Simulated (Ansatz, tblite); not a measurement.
Removing and adding an electron: phenanthrenequinone (C14H8O2). The state is a singlet with charge 0. Geometry: PBE-D4/def2-SVP. Ansatz, gas phase; energy differences of separate SCF runs; the oxidised species was run as a doublet alone; the reduced species was run as a doublet alone.

```xyz
24

O     0.5323   -0.5105   -3.4602
C     0.2135   -0.3344   -2.2920
C    -1.2876   -0.2449   -1.9217
O    -2.1291   -0.3505   -2.8038
C    -1.6355   -0.0317   -0.4909
C    -3.0023    0.0477   -0.1571
C    -3.4047    0.2457    1.1653
C    -2.4247    0.3660    2.1659
C    -1.0642    0.2887    1.8432
C    -0.6327    0.0888    0.5132
C     0.8040    0.0050    0.1584
C     1.8223    0.1223    1.1302
C     3.1764    0.0401    0.7829
C     3.5604   -0.1631   -0.5541
C     2.5715   -0.2816   -1.5327
C     1.2064   -0.1998   -1.1922
H    -3.7278   -0.0529   -0.9783
H    -4.4730    0.3067    1.4211
H    -2.7224    0.5223    3.2140
H    -0.3287    0.3871    2.6531
H     1.5624    0.2819    2.1855
H     3.9416    0.1362    1.5683
H     4.6249   -0.2279   -0.8245
H     2.8171   -0.4414   -2.5934
```

The xTB rows come from tblite. HOMO above LUMO, or a gap near zero within one spin, warns that the state may not be the lowest or that an electron is smeared out.

```
           level  −HOMO (eV)  vertical IE (eV)  −LUMO (eV)  vertical EA (eV)  HOMO–LUMO gap (eV)  IE − EA (eV)                                                                   remarks
        GFN1-xTB       11.70             14.17       10.02              7.58                1.68          6.59                                                                         –
        GFN2-xTB       10.47             13.02        9.08              6.61                1.39          6.42                                                                         –
 PBE-D4/def2-SVP        5.44              8.10        3.88              1.63                1.56          6.47  HOMO above zero (-1 doublet), gap within one spin near zero (+1 doublet)
PBE0-D4/def2-SVP        7.08              8.61        3.15              1.65                3.93          6.96                                                                         –
```

Relaxing the reduced species (PBE-D4/def2-SVP) changes its energy by -0.13 eV at PBE-D4/def2-SVP, so the adiabatic electron affinity to this nearest minimum is 1.76 eV. At PBE0-D4/def2-SVP it is 1.73 eV. The highest occupied level of the relaxed charge -1 doublet lies above zero (up to 0.45 eV). By energy differences its removal costs 1.76 eV (each at its own geometry, to the charge 0 singlet, at PBE-D4/def2-SVP); self-interaction error and the lack of diffuse functions both raise the level.     A HOMO above zero means that the electron is unbound at that level or that self-interaction error raises the level; the energy of removing that electron tells which. Raw xTB energy differences between charge states are shifted by several eV; the methods need an empirical correction for them. Sets without diffuse functions give affinities that are too small.
